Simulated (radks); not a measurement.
The indium ion In+ inside a hard spherical wall (all orbitals vanish at R), configuration held at [Kr] 4d10 5s2 and not refilled when levels cross. Calculated with a radial shooting solver on a logarithmic mesh with Libxc functionals: scalar-relativistic Kohn-Sham, r2SCAN, spin-polarised, spherical densities, finite nucleus; meta-GGA in the generalised Kohn-Sham scheme; Fermi nuclear charge, rms radius 4.6156 fm. Eigenvalues in eV for spin up, with the zero of energy where the potential of the charges vanishes at infinity; a dash marks a level that is unbound or too diffuse for the functional's potential to be trusted. A positive occupied level is held by the wall or, in an anion where self-interaction has pushed it up, behind a barrier. The pressure on the wall is -dE/dV.

| R (bohr) | E (hartree) | kinetic (hartree) | e(4s) | e(4p) | e(4d) | e(5s) | e(5p, empty) | e(6s, empty) | pressure (GPa) |
|---|---|---|---|---|---|---|---|---|---|
| free | -5882.10776 | 6130.985 | -130.46 | -87.962 | -26.713 | -15.117 | -8.080 | - | 0 |
| 20 | -5882.10776 | 6130.985 | -130.46 | -87.962 | -26.713 | -15.117 | -8.080 | - | < 0.0001 |
| 15 | -5882.10776 | 6130.985 | -130.46 | -87.962 | -26.713 | -15.117 | -8.080 | - | < 0.0001 |
| 12 | -5882.10776 | 6130.985 | -130.46 | -87.962 | -26.713 | -15.117 | -8.080 | -0.400 | < 0.0001 |
| 10 | -5882.10776 | 6130.985 | -130.46 | -87.962 | -26.712 | -15.117 | -8.078 | -0.024 | 0.000185 |
| 7 | -5882.10667 | 6130.998 | -130.41 | -87.909 | -26.661 | -15.069 | -7.940 | 2.303 | 0.0928 |
| 6 | -5882.10148 | 6131.045 | -130.24 | -87.742 | -26.501 | -14.897 | -7.550 | 5.490 | 0.701 |
| 4 | -5881.92857 | 6132.034 | -127.87 | -85.403 | -24.291 | -11.470 | -1.874 | 31.788 | 44.2 |
| 2 | -5872.62990 | 6170.007 | -92.761 | -50.840 | 12.933 | 77.900 | 105.26 | 314.80 | 14100 |
| 1.5 | -5843.81636 | 6270.275 | -35.871 | 9.955 | 83.405 | 265.18 | 305.12 | 732.79 | 122000 |
